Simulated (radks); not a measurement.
Values are calculated unless marked as measured or tabulated.
Problem. Radial electron density D(r) = 4 pi r^2 rho(r) of an atom or ion with 40 electrons. Level of theory: scalar-relativistic Kohn-Sham, OLYP, spin-polarised, spherical densities, finite nucleus; Fermi nuclear charge, rms radius of each element as measured or else 0.836 A^(1/3) + 0.57 fm (a radial shooting solver on a logarithmic mesh with Libxc functionals).

| r (bohr) | D(r) (e/bohr) | spin D(r) |
|---|---|---|
| 0.004449 | 11.42 | -0.000373 |
| 0.005839 | 16.98 | -0.000553 |
| 0.007604 | 24.09 | -0.000782 |
| 0.009981 | 32.95 | -0.00107 |
| 0.013 | 42.09 | -0.00137 |
| 0.01706 | 50.15 | -0.00167 |
| 0.02221 | 54.28 | -0.00195 |
| 0.02916 | 53.25 | -0.00224 |
| 0.03796 | 48.77 | -0.00234 |
| 0.04943 | 46.32 | -0.000631 |
| 0.06489 | 51.73 | 0.0100 |
| 0.08449 | 62.69 | 0.0473 |
| 0.1109 | 67.62 | 0.148 |
| 0.1444 | 57.94 | 0.336 |
| 0.1895 | 44.51 | 0.585 |
| 0.2468 | 45.33 | 0.721 |
| 0.324 | 52.34 | 0.539 |
| 0.4218 | 43.41 | 0.122 |
| 0.5537 | 22.86 | 0.0366 |
| 0.721 | 12.80 | 0.888 |
| 0.9464 | 12.74 | 2.36 |
| 1.232 | 10.64 | 3.12 |
| 1.605 | 5.541 | 2.51 |
| 2.106 | 1.799 | 1.18 |
| 2.743 | 0.4046 | 0.337 |
| 3.6 | 0.05480 | 0.0522 |
| 4.687 | 0.003768 | 0.00374 |

What is the nuclear charge?

Solution. Z = 43. The innermost maximum, from 1s, lies near gamma/Z bohr with gamma = sqrt(1 - (Z/c)^2) = 0.949, here 0.0221 bohr (found: 0.0241), and its height grows with Z. The density is that of the technetium ion Tc3+ in [Kr] 4d4; the configuration itself is not fixed sharply by these data, and Z only to a few units. D(r) has 4 maxima, at r = 0.0241, 0.107, 0.329, 0.962 bohr, and minima at 0.0483, 0.212, 0.794 bohr, inside which lie 2.03, 11.08, 29.20 electrons.
